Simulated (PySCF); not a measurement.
Ionisation energy of Nb by level of theory

Nb [Kr] 4d4 5s1 (6D) → Nb⁺ [Kr] 4d4 (5D), as a difference of total energies. All numbers are calculated (PySCF 2.14, scalar relativity through the core potential, in cc-pVDZ-PP with ECP28MDF). Correlated levels: valence: 4s2 4p6 frozen. The calculations carry no spin-orbit coupling.

Q: Order these methods by the ionisation energy they give, lowest first.
A. SCS-MP2 (valence)
B. PBE0
C. UHF
D. MP2 (valence)

A: C (5.998 eV), A (6.121 eV), D (6.366 eV), B (6.928 eV).

Errors of the correlated levels include the incompleteness of this basis and the frozen core.

For comparison: 6.776 eV (measured; NIST levels, between the centres of gravity of the two terms).
